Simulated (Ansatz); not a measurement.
Ansatz results at the PBE0-D4/def2-TZVP geometry: HOMO energy (ωB97M-V/def2-TZVPP) -10.14 eV; HOMO–LUMO gap (PBE0/def2-TZVPP) 6.72 eV; HOMO–LUMO gap (PBE/def2-TZVPP) 4.35 eV.

Each molecule was computed in one conformer, which needn't be the lowest.

Task: Which molecule gave them?
A. `C[O][Sn]([F])([F])[c]1ccccc1`
B. `[CH3][SnH]([NH2])[F]`
C. `C[O][Sn]([OH])([F])[Cl]`
D. `[F][SnH]([Cl])[Br]`

Result: A. The others give `C[O][Sn]([OH])([F])[Cl]`: -11.13, 6.37, 3.75; `[CH3][SnH]([NH2])[F]`: -9.84, 7.41, 5.05; `[F][SnH]([Cl])[Br]`: -11.31, 6.78, 4.55.
